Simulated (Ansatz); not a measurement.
Calculated with Ansatz (gas phase, PBE0-D4/def2-TZVP geometries, no zero-point term in ΔE). CCSD(T)/CBS is the MP2 limit (def2-TZVPP, def2-QZVPP) plus CCSD(T) − MP2 in def2-TZVPP, frozen cores. This one scheme is used for every species. DFT in def2-TZVPP. B3LYP here is the variant with VWN-RPA as its local correlation; programs differ in this. Elements past krypton have def2 core potentials. For Sn outer-core shells are correlated without core-valence functions, which leaves a few kJ/mol of doubt a bond.

Reaction (formal exchange of groups at the Sn–C bond): `[CH3][Sn]([F])([F])[C]#N` + `C#N` → `N#[C][Sn]([F])([F])[C]#N` + CH₄

| level | ΔE (kcal/mol) | difference from CCSD(T)/CBS |
| --- | --- | --- |
| BLYP-D4 | 3.4 | -0.2 |
| r2SCAN0-D4 | 3.8 | 0.2 |
| BLYP | 3.3 | -0.3 |
| PBE0 | 3.9 | 0.3 |
| B3LYP | 3.6 | 0.0 |
| CAM-B3LYP | 3.7 | 0.1 |
| LC-ωPBE | 3.6 | 0.0 |
| HF/def2-SVP | 2.6 | -1.0 |
| HF/def2-TZVPP | 2.0 | -1.6 |
| MP2/def2-QZVPP | 3.4 | -0.2 |
| CCSD(T)/CBS | 3.6 | 0 |

Largest T1 diagnostic among the species: 0.015.

Leaving LDA and LC-ωPBE aside and taking each functional with its dispersion term where it has one, the values, not all of them listed here, spread over 2.7 kcal/mol, from B97M-V to PBE0-D4. LDA lies +1.9 kcal/mol from PBE without D4. At CCSD(T), def2-SVP lies −3.0 kcal/mol from the extrapolated value and def2-TZVPP −1.2 kcal/mol.
